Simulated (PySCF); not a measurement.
SMILES C[SiH2][NH][Al]([OH])[OH] (CAM-B3LYP/def2-SVP optimised geometry):

```
14

Si     1.874     0.235     0.018
C      0.984     1.889     0.024
N      0.708    -1.049     0.000
Al    -1.069    -1.049     0.000
O     -1.829    -2.560     0.000
O     -2.014     0.355     0.000
H      2.759     0.160     1.221
H      2.775     0.178    -1.173
H      0.346     1.999     0.915
H      0.361     2.009    -0.876
H      1.714     2.713     0.034
H      1.116    -1.983    -0.005
H     -2.775    -2.713    -0.001
H     -1.729     1.269    -0.004
```

Method: CAM-B3LYP/def2-TZVP (PySCF 2.14.0).

Task: What are the frontier orbital energies and the dipole moment?

Result: HOMO-2 -10.46 eV, HOMO-1 -10.37 eV, HOMO -8.86 eV, LUMO 0.57 eV, LUMO+1 1.52 eV; dipole moment 0.88 D.

Meta-Löwdin charges at CAM-B3LYP/def2-TZVP: Si1 0.80, C2 -0.60, N3 -0.84, Al4 1.18, O5 -0.79, O6 -0.79, H7 -0.14, H8 -0.14, H9 0.12, H10 0.12, H11 0.13, H12 0.25, H13 0.35, H14 0.35.
